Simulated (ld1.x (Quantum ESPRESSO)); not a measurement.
**In: excitation energies, all-electron against TM**

* Element: indium
* Generator: ld1.x (Quantum ESPRESSO) 7.5
* Type: norm-conserving Troullier–Martins (Kleinman–Bylander form)
* Functional: BP86
* Relativity: scalar-relativistic
* Frozen core: [Kr]
* Valence charge: 13
* Reference configuration: 4d10 5s2 5p0.5 (charge +0.5)
* Partial waves: 5s (bound): rc 2.15 bohr; 5p (bound): rc 2.65 bohr; 4d (bound): rc 1.35 bohr
* Local potential: all-electron potential smoothed inside 2.40 bohr (lloc = -1)
* Core correction: Bessel-smoothed model core, default radius (core density twice the valence density)

Energies are relative to the spin-unpolarised reference configuration 4d10 5s2 5p0.5; without spin polarisation the order of configurations can differ from experiment.

```
valence configuration  charge  ΔE all-electron (eV)  error AE − PS (meV)
         4d10 5s2 5p1       0                -2.016                 +0.4
         4d10 5s2 5p0      +1                 3.495                 -1.1
          4d9 5s2 5p1      +1                23.190                 -186
          4d9 5s2 5p2       0                16.227                 -238
         4d10 5s1 5p2       0                 3.848                 -2.5
          4d9 5s0 5p0      +4               107.758                 -194
```

What are ΔE and the potential's error for 4d10 5s1 5p0?

ΔE = 22.934 eV all-electron; the error (AE − PS) is -12 meV.

Levels in the configuration 4d9 5s0 5p0:

```csv
level,all-electron (eV),pseudo (eV)
4d,-65.178,-65.548
```
